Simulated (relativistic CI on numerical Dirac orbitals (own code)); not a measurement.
**Fe⁷⁺: 3p photoemission**

Computed with this model: Dirac-Coulomb-Breit CI, KLI orbitals optimised for each configuration, model QED, valence Slater integrals scaled by 0.8, multiplet model of photoemission in the sudden approximation; configurations [Ar] 3d → [Ne] 3s2 3p5 3d; 80 K; Lorentzian 0.8 eV and Gaussian 0.6 eV FWHM. Energies are those of the free ion, without screening or charge transfer. The energies are binding energies and can lie tens of eV above those of solids. S is read from ⟨S²⟩ = S(S + 1).

Field parameters in Wybourne normalisation: Oh B⁴₀ = 21Dq, B⁴₄ = √(5/14) B⁴₀. The field is a parameter set, without covalency.

free ion: ground-state S = 0.50, centroid 205.19 eV. Peaks (eV, height): 200.9 (43), 203.3 (100), 206.5 (90), 221.5 (16).

Oh, 10Dq = 5900 cm⁻¹: ground-state S = 0.50, centroid 205.19 eV. Peaks (eV, height): 201.2 (59), 203.3 (100), 206.5 (99), 221.8 (18).

Oh, 10Dq = 16200 cm⁻¹: ground-state S = 0.50, centroid 205.19 eV. Peaks (eV, height): 201.5 (76), 203.3 (100), 206.4 (100), 222.3 (18).

Oh, 10Dq = 26550 cm⁻¹: ground-state S = 0.50, centroid 205.19 eV. Peaks (eV, height): 201.6 (77), 203.5 (98), 206.4 (100), 208.4 (30), 223.0 (16).

Oh, 10Dq = 36900 cm⁻¹: ground-state S = 0.50, centroid 205.19 eV. Peaks (eV, height): 201.7 (78), 203.5 (96), 206.4 (100), 209.0 (24), 223.6 (14).

Strongest unbroadened transitions for Oh, 10Dq = 5900 cm⁻¹:

```
Energy (eV)  Relative strength
     200.79               41.1
     201.09              100.0
     201.72               62.8
     202.68               34.2
     202.90               33.3
     202.92               54.3
     203.34               67.4
     203.37               70.0
     203.90               51.9
     203.91               80.9
     206.13               82.2
     206.15               32.5
     206.48               74.3
     206.66               57.2
     206.93               78.7
     207.06               35.3
     207.66               40.9
     221.78               58.6
```
